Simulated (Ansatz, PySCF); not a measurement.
Spin states of O2Ru (SMILES [O]=[Ru]=[O]), each relaxed with B3LYP-D3(BJ)/def2-TZVP.
State 1 (charge 0, multiplicity 1):
| atom | x (Å) | y (Å) | z (Å) |
|---|---|---|---|
| Ru | 0.1461 | -0.0442 | 0.1559 |
| O | 1.1599 | 0.2401 | -1.1432 |
| O | -1.3393 | -0.1486 | 0.9169 |
State 2 (charge 0, multiplicity 5):
```xyz
3

Ru     0.38133    -0.13404     0.42432
O      0.90136     0.26313    -1.16124
O     -1.31596    -0.08182     0.66660
```

Singlets are restricted, other states unrestricted; no spin–orbit coupling, no relativity up to Kr; see below for the cores. The largest T1 diagnostic is 0.096.

Correlated levels freeze the inner cores; with def2 sets outer-core shells near the valence are correlated too.

Programs: Ansatz (Gaussian orbitals); PySCF for the dispersion terms. Values without a source in brackets are computed. In def2 rows elements past Kr take small-core potentials, without spin–orbit coupling.

PBE/def2-TZVPP gives 0.821 eV for the energy of the multiplicity-5 state less that of the multiplicity-1 state.

Task: Where do these levels fall relative to PBE: PBE-D3(BJ)/def2-TZVPP, r2SCAN/def2-TZVPP, PBE0/def2-TZVPP, wB97M-V/def2-TZVPP, B2PLYP/def2-TZVPP.

Result: PBE-D3(BJ)/def2-TZVPP -0.001; r2SCAN/def2-TZVPP -0.513; PBE0/def2-TZVPP -0.128; wB97M-V/def2-TZVPP 0.244; B2PLYP/def2-TZVPP 0.370 eV. 2 of 5 lie above PBE; the widest gap is to r2SCAN/def2-TZVPP.

Doubts at one or more of the structures used: a restricted determinant that unrestricted orbitals would lower (B2PLYP/def2-TZVPP).

Ansatz is a quantum-chemistry and plane-wave program.
